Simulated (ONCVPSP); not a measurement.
# Transferability test, ONCV potential for B

boron, optimised norm-conserving Vanderbilt (ONCV), made with ONCVPSP 4.0.1 (PBE, scalar-relativistic). Core [He], reference 2s1 (charge +2). Waves: 2s: rc 1.15 bohr, ncon 3, nbas 6, qcut 6.2 1/bohr, 3 projectors, debl 1.6 Ha; p scattering state at 0.05 Ha: rc 1.25 bohr, ncon 4, nbas 9, qcut 6.9 1/bohr, 3 projectors, debl 0.4 Ha. Local part: polynomial inside 0.80 bohr (lpopt 3, dvloc0 0 Ha). Core correction: Teter function fitted to the true core (icmod 2), fcfact 0.2.

Energies are relative to the spin-unpolarised reference configuration 2s1; without spin polarisation the order of configurations can differ from experiment.

```
valence configuration  charge  ΔE all-electron (eV)  error AE − PS (meV)
            2s2 2p0.5    +0.5               -30.754                  +87
              2s1 2p2       0               -27.791                 +180
```

**Question.** What are ΔE and the potential's error for 2s2 2p1?

**Answer.** ΔE = -33.642 eV all-electron; the error (AE − PS) is +112 meV.

**Question.** What are ΔE and the potential's error for 2s2?

**Answer.** ΔE = -25.422 eV all-electron; the error (AE − PS) is +50 meV.

Levels in the configuration 2s2 2p0.5:

```csv
level,all-electron (eV),pseudo (eV)
2s,-14.130,-14.179
2p,-8.087,-8.151
```

Note: ghosts flagged at negative energy: s at -165.5 eV; GHOST(+) flagged for p at 2.93 eV. A true bound ghost makes a file unfit for plane-wave use.
